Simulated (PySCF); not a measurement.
All values below come from B3LYP-D3(BJ)/def2-TZVP // PBE0-D3(BJ)/def2-TZVP run with PySCF. All species are isolated molecules in the gas phase. One relaxed conformer stands for a flexible species; it need not be the lowest. B3LYP has the VWN-RPA correlation part, as in Gaussian. 

Reference species (SMILES): `[SiH3][Ga]([SiH3])[SH]` (Si–Ga–S–H torsion 1°) (neutral, multiplicity 1).

| Item | Result |
|---|---|
| S1 oscillator strength | 0.000 |
| HOMO–LUMO gap | 4.95 eV |

Changed species: `[SiH3][Ga]([SiH3])[SiH3]` (0 of 3 SiH3 replaced by SH; the reference has 1 of 3 SiH3 replaced by SH).

Task: Predict the effect on the S1 oscillator strength and HOMO–LUMO gap.

Result: the S1 oscillator strength is nearly the same; the HOMO–LUMO gap falls by 0.72 eV, to 4.23 eV.
